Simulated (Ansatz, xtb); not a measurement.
Relative energy of two isomers of C4H6BrF3

Structure X: `CC[C@@H](Br)C(F)(F)F`, a singlet. Structure Y: `CC(C)(Br)C(F)(F)F`, a singlet. Both are isolated molecules in the gas phase, relaxed with B3LYP/def2-SVP, each in the lowest conformer that the search found.

Quicker runs give these differences E(Y) − E(X): GFN2-xTB −3.2 kcal/mol; HF/STO-3G −0.5 kcal/mol (at GFN2-xTB geometries); r2SCAN-D4/def2-SVP −4.1 kcal/mol (at GFN2-xTB geometries).

Problem. Estimate E(Y) − E(X) at the level CCSD(T)/def2-SVP + ΔMP2/def2-TZVPP.

Solution. Calculated at CCSD(T)/def2-SVP + ΔMP2/def2-TZVPP: E(Y) − E(X) = −3.2 kcal/mol, so structure Y lies lower.

The same difference at several levels:

| level | geometry | E(Y) − E(X) (kcal/mol) | departure from the last row (kcal/mol) | job, with rough time for the two |
| --- | --- | --- | --- | --- |
| GFN2-xTB | GFN2-xTB | −3.2 | −0.1 | optimisation, 0.25 s |
| HF/STO-3G | GFN2-xTB | −0.5 | +2.7 | single point, 1.9 s |
| r2SCAN-D4/def2-SVP | GFN2-xTB | −4.1 | −0.9 | single point, 9.3 s |
| B3LYP/def2-SVP | B3LYP/def2-SVP | −1.8 | +1.4 | optimisation, 1.7 min |
| HF/def2-SVP | B3LYP/def2-SVP | −1.7 | +1.5 | part of the CCSD(T) run |
| MP2/def2-SVP | B3LYP/def2-SVP | −4.2 | −1.1 | part of the CCSD(T) run |
| CCSD(T)/def2-SVP | B3LYP/def2-SVP | −3.8 | −0.7 | single point |
| CCSD(T)/def2-SVP + ΔMP2/def2-TZVPP | B3LYP/def2-SVP | −3.2 |  | single point, 6.7 min |

As drawn, both hold the same kinds of bond in the same numbers. Structure X has 1 methyl group, Y 2.

HF/STO-3G finds them nearly level. The largest departure from CCSD(T)/def2-SVP + ΔMP2/def2-TZVPP is that of HF/STO-3G, 2.7 kcal/mol. The last row adds to CCSD(T) the change of the MP2 difference between the two basis sets, here +0.7 kcal/mol.

With thermal terms from frequencies at re-optimised GFN2-xTB minima (ideal gas, soft modes damped towards free rotors, one conformer each, 298.15 K, 1 atm): on the last row, ΔE + ΔZPE = −3.6, ΔH = −3.6, ΔG = −3.3 kcal/mol.

The correlated steps freeze 16 core orbitals; the filled d shell of Br is correlated, in a basis made for valence electrons. Mirror images aren't counted in ΔG. Programs: Ansatz 0.2.0, xtb 6.7.1; the last row on 2 threads of Intel(R) Xeon(R) Processor @ 2.70GHz on a shared host.
